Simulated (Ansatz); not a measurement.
`O[Si](O)(Cl)C[SiH2]Cl` + `N#[C][SnH3]` → `O[SiH](O)C[SiH2]Cl` + `N#[C][SnH2][Cl]`  (redistribution)

Gas-phase electronic energies from Ansatz, PBE0-D4/def2-TZVP geometries. CCSD(T)/CBS is the MP2 limit (def2-TZVPP, def2-QZVPP) plus CCSD(T) − MP2 in def2-TZVPP, frozen cores. Functionals use def2-TZVPP. Elements past krypton have def2 core potentials. For Sn outer-core shells are correlated without core-valence functions, which leaves a few kJ/mol of doubt a bond. Each species was taken in one conformer, which may not be the lowest.

`O[Si](O)(Cl)C[SiH2]Cl`:

Cartesian coordinates in Å:
```
O -1.350 -1.712 1.465
Si -0.194 -1.053 0.534
O -0.020 -1.979 -0.794
Cl 1.601 -1.010 1.553
C -0.683 0.691 0.159
Si 0.611 1.756 -0.645
Cl 1.508 0.716 -2.200
H -1.275 -2.642 1.688
H 0.645 -1.702 -1.430
H -0.969 1.180 1.098
H -1.572 0.657 -0.479
H 1.683 2.129 0.303
H 0.015 2.969 -1.252
```

`N#[C][SnH3]`:

Cartesian coordinates in Å:
```
N -1.118 2.137 -0.980
C -0.623 1.190 -0.549
Sn 0.284 -0.543 0.249
H 1.403 -1.065 -0.913
H 1.023 -0.061 1.697
H -0.969 -1.658 0.496
```

`O[SiH](O)C[SiH2]Cl`:

Z-matrix (Å, degrees):
```
Si
O 1 1.637
C 1 1.862 2 112.1
O 1 1.645 2 113.4 3 117.1
H 1 1.482 2 104.2 3 -122.1
H 2 0.962 1 116.0 3 -48.7
Si 3 1.856 1 115.5 2 71.2
H 3 1.097 1 108.7 2 -168.8
H 3 1.095 1 108.9 2 -52.1
H 4 0.958 1 117.9 2 57.9
Cl 7 2.079 3 109.5 1 -50.6
H 7 1.483 3 112.1 1 -167.5
H 7 1.479 3 112.3 1 68.1
```

`N#[C][SnH2][Cl]`:

Cartesian coordinates in Å:
```
N -2.157 -1.346 0.734
C -1.197 -0.776 0.450
Sn 0.581 0.244 -0.034
Cl 0.089 1.443 -1.948
H 1.765 -0.903 -0.411
H 0.920 1.339 1.210
```

| level | ΔE (kcal/mol) | difference from CCSD(T)/CBS |
| --- | --- | --- |
| PBE-D4 | 8.0 | 1.0 |
| r2SCAN-D4 | 8.5 | 1.5 |
| ωB97X-V | 7.9 | 0.9 |
| B2PLYP | 6.8 | -0.2 |
| PBE | 7.1 | 0.1 |
| HF/def2-TZVPP | 5.5 | -1.5 |
| MP2/def2-TZVPP | 8.4 | 1.4 |
| SCS-MP2/def2-TZVPP | 7.3 | 0.3 |
| CCSD(T)/def2-TZVPP | 8.2 | 1.2 |
| MP2/CBS(def2) | 7.1 | 0.1 |
| CCSD(T)/CBS | 7.0 | 0 |

Largest T1 diagnostic among the species: 0.014.

The D4 term adds +1.5 kcal/mol with B3LYP and +0.8 kcal/mol with PBE0; it sums over pairs of atoms, weighted by their polarisabilities, and B3LYP, whose exchange is more repulsive, gets the larger term. In def2-TZVPP, CCSD(T) changes the Hartree–Fock value by +2.7 kcal/mol (the triples alone add +0.2 kcal/mol) and MP2 by +2.9 kcal/mol.

B3LYP here is the variant with VWN-RPA as its local correlation; programs differ in this.
